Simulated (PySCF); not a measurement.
# Removal energies of Nd³²⁺ from EOM-IP-GCCSD

Reference: closed-shell Nd³²⁺, [Ar] 3d10; one electron is removed. Calculated with PySCF 2.14, two-component X2C-1e with screened spin-orbit coupling, an uncontracted even-tempered set (19 s from 1.9 bohr⁻², ratio 2.6; 15 p from 2.4 bohr⁻², ratio 2.6; 10 d from 2.4 bohr⁻², ratio 2.6; 6 f from 2.5 bohr⁻², ratio 2.8); frozen [Ar]; the 100 highest virtual spinors dropped; of the others 70 kept and the rest restored at second order. No Breit or QED terms. Binding energies in eV.

```tsv
level	Koopmans	second order	EOM-CCSD
3d3/2	2163.0	2162.1	2162.2
3d5/2	2138.8	2138.1	2138.2
```

For comparison, the ionisation energy of Nd³²⁺ is 2134 ± 4 eV (theoretical estimate listed by NIST; NIST Atomic Spectra Database, ionization energies).
